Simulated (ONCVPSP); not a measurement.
# Au: excitation energies, all-electron against ONCV

| Property | Result |
| --- | --- |
| Element | gold (Au) |
| Generator | ONCVPSP 4.0.1 |
| Type | optimised norm-conserving Vanderbilt (ONCV) |
| Functional | PBE |
| Relativity | fully relativistic |
| Frozen core | [Kr] 4d10 |
| Valence charge | 33 |
| Reference configuration | 4f14 5s2 5p6 5d10 6s0.5 6p0.5 |
| Partial waves | 5s+6s: rc 1.65 bohr, ncon 4, nbas 9, qcut 5.7 1/bohr, 2 projectors; 5p+6p: rc 1.90 bohr, ncon 3, nbas 7, qcut 8.2 1/bohr, 2 projectors; 5d: rc 1.95 bohr, ncon 4, nbas 9, qcut 9 1/bohr, 3 projectors, debl 1.2 Ha; 4f: rc 0.55 bohr, ncon 3, nbas 7, qcut 35.4 1/bohr, 2 projectors, debl 0.5 Ha |
| Local potential | polynomial inside 0.45 bohr (lpopt 5, dvloc0 2 Ha) |
| Core correction | Teter function, fcfact 4.5, rcfact 1.2 |

Open shells are filled in proportion to 2j + 1.

In the f channel the program set the typed energies aside and used -2.952, 0.250 Ha (j = l + 1/2; the other j can differ).

Energies are relative to the spin-unpolarised reference configuration 4f14 5s2 5p6 5d10 6s0.5 6p0.5; without spin polarisation the order of configurations can differ from experiment. Not all tests gave a result: 1 of 4 tests not solved or not reliable.

| valence configuration | charge | ΔE all-electron (eV) | error AE − PS (meV) |
| --- | --- | --- | --- |
| 4f14 5s2 5p6 5d10 6s1 6p0 | 0 | -2.531 | -0.5 |
| 4f14 5s2 5p6 5d10 6s0 6p0 | +1 | 6.896 | -0.9 |
| 4f14 5s2 5p6 5d10 6s0 6p1 | 0 | 2.668 | -0.5 |

Levels in the configuration 4f14 5s2 5p6 5d10 6s1 6p0:

| level | all-electron (eV) | pseudo (eV) |
| --- | --- | --- |
| 4f j=7/2 | -79.210 | -79.170 |
| 4f j=5/2 | -83.021 | -82.921 |
| 5s j=1/2 | -108.109 | -108.091 |
| 5p j=3/2 | -55.346 | -55.345 |
| 5p j=1/2 | -71.819 | -71.813 |
| 5d j=5/2 | -6.311 | -6.313 |
| 5d j=3/2 | -7.837 | -7.838 |
| 6s j=1/2 | -5.780 | -5.779 |

Note: ghosts flagged at negative energy: s at -1389.6 eV, p3/2 at -796.8 eV, p1/2 at -686.4 eV; GHOST(+) flagged for d5/2 at 9.5 eV, s at 21.2 eV, d3/2 at 41.1 eV. A true bound ghost makes a file unfit for plane-wave use.
